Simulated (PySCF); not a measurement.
## input.py for MgBr

The script input.py:

```python
from pyscf import gto, dft

mol = gto.M(
    atom='Mg 0 0 0; Br 0 0 2.412',
    basis='6-31g',
    charge=0,
    spin=1,
    symmetry=True,
    verbose=4,
)
mf = dft.UKS(mol, xc='bhandhlyp')
mf = mf.density_fit(auxbasis='def2-universal-jkfit')
mf.kernel()
mf.analyze()
print('orbital energies (hartree):', [e[max(0, n-3):n+3].round(4) for e, n in zip(mf.mo_energy, mol.nelec)])
```

```bash
$ python input.py
```

Output (some set-up lines and the per-cycle HOMO/LUMO lines with their warnings removed):

```
PySCF version 2.14.0

[INPUT] verbose = 4
[INPUT] num. atoms = 2
[INPUT] num. electrons = 47
[INPUT] charge = 0
[INPUT] spin (= nelec alpha-beta = 2S) = 1
[INPUT] symmetry True subgroup None
[INPUT] Mole.unit = angstrom
[INPUT] Symbol           X                Y                Z      unit          X                Y                Z       unit  Magmom
[INPUT]  1 Mg     0.000000000000   0.000000000000   0.000000000000 AA    0.000000000000   0.000000000000   0.000000000000 Bohr   0.0
[INPUT]  2 Br     0.000000000000   0.000000000000   2.412000000000 AA    0.000000000000   0.000000000000   4.558019412451 Bohr   0.0

nuclear repulsion = 92.1452854835821
point group symmetry = Coov
symmetry origin: [0.         0.         3.39426978]
symmetry axis x: [1. 0. 0.]
symmetry axis y: [0. 1. 0.]
symmetry axis z: [0. 0. 1.]
num. orbitals of irrep A1 = 18
num. orbitals of irrep E1x = 9
num. orbitals of irrep E1y = 9
num. orbitals of irrep E2x = 2
num. orbitals of irrep E2y = 2
number of shells = 18
number of NR pGTOs = 136
number of NR cGTOs = 40
basis = 6-31g
ecp = {}

******** <class 'pyscf.df.df_jk.DFSymAdaptedUKS'> ********
method = DFSymAdaptedUKS
initial guess = minao
damping factor = 0
level_shift factor = 0
DIIS = <class 'pyscf.scf.diis.CDIIS'>
diis_start_cycle = 1
diis_space = 8
diis_damp = 0
SCF conv_tol = 1e-09
SCF conv_tol_grad = None
SCF max_cycles = 50
direct_scf = False
number electrons alpha = 24  beta = 23
XC library pyscf.dft.libxc version 7.0.0
    S. Lehtola, C. Steigemann, M. J.T. Oliveira, and M. A.L. Marques.,  SoftwareX 7, 1–5 (2018)
XC functionals = bhandhlyp
    A. D. Becke.,  J. Chem. Phys. 98, 1372 (1993)
    Defined through Gaussian implementation.
radial grids:
    Treutler-Ahlrichs [JCP 102, 346 (1995); DOI:10.1063/1.469408] (M4) radial grids

becke partition: Becke, JCP 88, 2547 (1988); DOI:10.1063/1.454033
pruning grids: <function nwchem_prune>
grids dens level: 3
symmetrized grids: True
atomic radii adjust function: <function treutler_atomic_radii_adjust>
small_rho_cutoff = 0
Freeze 0 electrons in irreps []
    47 free electrons in irreps A1 E1x E1y E2x E2y
Set gradient conv threshold to 3.16228e-05
tot grids = 39008
******** <class 'pyscf.df.df.DF'> ********
auxbasis = def2-universal-jkfit
init E= -2772.83659475407

cycle= 1 E= -2773.84638627784  delta_E= -1.01  |g|= 0.216  |ddm|= 0.928
cycle= 2 E= -2773.86113504001  delta_E= -0.0147  |g|= 0.213  |ddm|= 0.744
cycle= 3 E= -2773.88388577547  delta_E= -0.0228  |g|= 0.0106  |ddm|= 0.284
cycle= 4 E= -2773.88428761338  delta_E= -0.000402  |g|= 0.00481  |ddm|= 0.0663
cycle= 5 E= -2773.88433439948  delta_E= -4.68e-05  |g|= 0.000895  |ddm|= 0.0227
cycle= 6 E= -2773.88433737862  delta_E= -2.98e-06  |g|= 0.000316  |ddm|= 0.00529
cycle= 7 E= -2773.88433768755  delta_E= -3.09e-07  |g|= 7.13e-05  |ddm|= 0.00165
cycle= 8 E= -2773.88433770349  delta_E= -1.59e-08  |g|= 1.02e-05  |ddm|= 0.000423
cycle= 9 E= -2773.88433770376  delta_E= -2.7e-10  |g|= 6.8e-06  |ddm|= 5e-05
Extra cycle  E= -2773.88433770377  delta_E= -1.23e-11  |g|= 5.51e-06  |ddm|= 7.73e-06
converged SCF energy = -2773.88433770377  <S^2> = 0.7513387  2S+1 = 2.0013383
**** SCF Summaries ****
Total Energy =                       -2773.884337703770598
Nuclear Repulsion Energy =              92.145285483582086
One-electron Energy =                -4047.667319693725403
Two-electron Energy =                 1181.637696506372777
Two-electron Coulomb Energy =         1289.576661701284138
DFT Exchange-Correlation Energy =     -107.938965194911361
**** MO energy ****
[17 lines left out]
alpha MO #18 (E1x #4), energy= -2.0914455577867 occ= 1
alpha MO #19 (E1y #4), energy= -2.0914455577867 occ= 1
alpha MO #20 (A1 #10), energy= -0.822276374806841 occ= 1
alpha MO #21 (A1 #11), energy= -0.378601545307717 occ= 1
alpha MO #22 (E1x #5), energy= -0.323191687000343 occ= 1
alpha MO #23 (E1y #5), energy= -0.323191687000343 occ= 1
alpha MO #24 (A1 #12), energy= -0.243201485928176 occ= 1
alpha MO #25 (E1x #6), energy= -0.0214990627653426 occ= 0
alpha MO #26 (E1y #6), energy= -0.0214990627653426 occ= 0
alpha MO #27 (A1 #13), energy= 0.0311484530599673 occ= 0
[13 lines left out]
[16 lines left out]
beta  MO #17 (E1x #4), energy= -2.08864851882146 occ= 1
beta  MO #18 (E1y #4), energy= -2.08864851882146 occ= 1
beta  MO #19 (A1 #9), energy= -2.08683832868316 occ= 1
beta  MO #20 (A1 #10), energy= -0.81526724105269 occ= 1
beta  MO #21 (A1 #11), energy= -0.362359951566802 occ= 1
beta  MO #22 (E1x #5), energy= -0.321526516453458 occ= 1
beta  MO #23 (E1y #5), energy= -0.321526516453458 occ= 1
beta  MO #24 (A1 #12), energy= -0.095651755906081 occ= 0
beta  MO #25 (E1x #6), energy= -0.00506367750507852 occ= 0
beta  MO #26 (E1y #6), energy= -0.00506367750507852 occ= 0
[14 lines left out]
 ** Mulliken pop alpha/beta on meta-lowdin orthogonal AOs **
 ** Mulliken pop       alpha | beta **
pop of  0 Mg 1s        1.00000 | 1.00000
pop of  0 Mg 2s        0.99998 | 0.99996
pop of  0 Mg 3s        0.92641 | 0.15944
pop of  0 Mg 4s        0.00567 | 0.00497
pop of  0 Mg 2px       0.99996 | 0.99997
pop of  0 Mg 2py       0.99996 | 0.99997
pop of  0 Mg 2pz       0.99997 | 0.99996
pop of  0 Mg 3px       0.01101 | 0.00927
pop of  0 Mg 3py       0.01101 | 0.00927
pop of  0 Mg 3pz       0.08422 | 0.00783
pop of  0 Mg 4px       0.00039 | 0.00029
pop of  0 Mg 4py       0.00039 | 0.00029
[28 lines left out]
In total            24.00000 | 23.00000
 ** Mulliken atomic charges   ( Nelec_alpha | Nelec_beta ) **
charge of  0Mg =      0.75882  (     6.04516      5.19602 )
charge of  1Br =     -0.75882  (    17.95484     17.80398 )
Dipole moment(X, Y, Z, Debye):  0.00000,  0.00000, -4.45303
orbital energies (hartree): [array([-0.3232, -0.3232, -0.2432, -0.0215, -0.0215,  0.0311]), array([-0.3624, -0.3215, -0.3215, -0.0957, -0.0051, -0.0051])]
```

In short: E(SCF) = -2773.884338 Eh, 9 cycles, ⟨S²⟩ = 0.751, μz(SCF) = -4.45 D.

Wall time 4.8 s on one thread of a shared host.

The bond length is a typed value, not an optimised one. No search for the lowest solution was made.
